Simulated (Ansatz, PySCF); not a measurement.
Species: InH2, net charge -1, singlet state. 
Geometry from a B3LYP-D3(BJ)/def2-TZVP (Ansatz, a quantum-chemistry and plane-wave program) optimisation:
```xyz
3

In     0.0476     0.0098     0.0174
H     -0.9129    -1.5929    -0.3616
H     -1.4198     1.1147    -0.4931
```
Charge -1, spin multiplicity 1.

Total electronic energies in hartree. Correlated levels leave the core frozen unless marked. Spin-orbit coupling is left out. The frozen core is the preceding noble-gas configuration, with the filled d and f shells of earlier blocks. Past Kr the def2 sets carry scalar-relativistic core potentials. Basis-set limits of correlation are two-point, X^-3; Hartree-Fock from the larger set. The bracket is a focal-point correction in the basis named.

The Hartree-Fock reference is unstable (checked in the largest basis), which strains HF and MP2. 

| level | program | energy (Eh) |
|---|---|---|
| BLYP/def2-TZVPD | Ansatz | -191.27781 |
| BP86-D3(BJ)/def2-TZVPD | PySCF + dftd3 | -191.45010 |
| r2SCAN/def2-TZVPD | Ansatz | -191.38791 |
| B3LYP/def2-TZVPD | Ansatz | -191.39988 |
| B2GP-PLYP-D4/def2-TZVPD | Ansatz + dftd4 | -190.95124 |
| CCSD(T)/def2-TZVPP | Ansatz | -190.45098 |
| CCSD(T)/def2-QZVPPD | Ansatz | -190.45904 |
| RI-MP2/CBS(def2-TZVPPD,def2-QZVPPD)+[CCSD(T)-MP2]/def2-QZVPPD | Ansatz | -190.4629 |
| CCSD(T)/CBS(def2-TZVPPD,def2-QZVPPD) | Ansatz | -190.4617 |

Totals of different functionals don't rank their quality; only differences between species are comparable.
